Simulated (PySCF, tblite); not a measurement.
Isomers of C4H2F3O2 (doublet state), one GFN2-xTB conformer each. Single-point energies are computed at B3LYP/pcH-1 (PySCF, gas phase, no added dispersion term), electronic only. GFN2-xTB treats the open shell by occupation alone, and not every SCF solution was tested for stability.

Question: Rank them by B3LYP/pcH-1 energy, lowest first (kcal/mol).
A. `[O:1]=[CH:2][O:3]/[C:4]=[CH:5]/[C:6]([F:7])([F:8])[F:9]` (doublet state) with O1–C2–O3–C4 1°, C2–O3–C4–C5 -4°
B. `[O:1]=[C:2][O:3]/[CH:4]=[CH:5]/[C:6]([F:7])([F:8])[F:9]` (doublet state) with O1–C2–O3–C4 0°, C2–O3–C4–C5 0°

Answer: B (0.0), A (12.7).

GFN2-xTB itself gives, in the same order: 0.0, 10.4. Both levels put the same isomer lowest.

What happens when harmonic zero-point energies from GFN2-xTB frequencies are added?

| SMILES | ZPE (kcal/mol) | electronic (kcal/mol) | with ZPE (kcal/mol) |
| --- | --- | --- | --- |
| O=[C]O/C=C/C(F)(F)F | 35.1 | 0.0 | 0.0 |
| O=CO/[C]=C/C(F)(F)F | 34.1 | 12.7 | 11.7 |

The zero-point energies span 1.0 kcal/mol. The order is unchanged.
